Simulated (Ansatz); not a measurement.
`O[C]1([InH2])CC1`, 12 atoms. Charge 0, multiplicity 1. Correlated methods include outer-core shells of In, which these sets cover unevenly. In: def2 effective core potential. All runs use 4 threads of an Intel Xeon on a shared host. Correlated methods freeze the cores.

(1) How many basis functions does each run have, and how long does it take in Ansatz? RKS PBE0-D4/def2-TZVP frequencies; RKS r2SCAN-D4/def2-TZVPP energy and forces; RKS PBE0-D4/def2-SVP energy; RKS ωB97M-V/def2-QZVPP energy; RKS ωB97M-V/def2-SVP energy; direct RPA on PBE orbitals/def2-TZVPP energy; RKS CAM-B3LYP-D4/def2-TZVPP energy; RHF-CCSD(T)/def2-TZVPP energy; RHF-CCSD(T)/def2-SVP energy; RKS PBE0-D4/def2-TZVP relaxation (11 steps); RKS r2SCAN0-D4/def2-TZVPP energy; RKS B2PLYP (frozen core)/def2-TZVPP energy. (An estimate is asked.)

Answers

(1) Computed: Other jobs shared the machine, so times are rough.

```tsv
level	job	functions	wall time	peak host memory (GiB)
RKS PBE0-D4/def2-SVP	energy	117	1.2 s	0.29
RKS CAM-B3LYP-D4/def2-TZVPP	energy	272	3.5 s	0.86
RKS ωB97M-V/def2-SVP	energy	117	3.7 s	0.4
RKS r2SCAN-D4/def2-TZVPP	energy and forces	272	4.3 s	0.42
RKS r2SCAN0-D4/def2-TZVPP	energy	272	4.6 s	0.79
RKS B2PLYP (frozen core)/def2-TZVPP	energy	272	6.5 s	0.87
direct RPA on PBE orbitals/def2-TZVPP	energy	272	6.5 s	0.84
RHF-CCSD(T)/def2-SVP	energy	117	7.5 s	0.76
RKS ωB97M-V/def2-QZVPP	energy	520	18 s	2.5
RKS PBE0-D4/def2-TZVP	relaxation (11 steps)	216	39 s	0.69
RKS PBE0-D4/def2-TZVP	frequencies	216	2.9 min	0.74
RHF-CCSD(T)/def2-TZVPP	energy	272	3 min	8.2
```
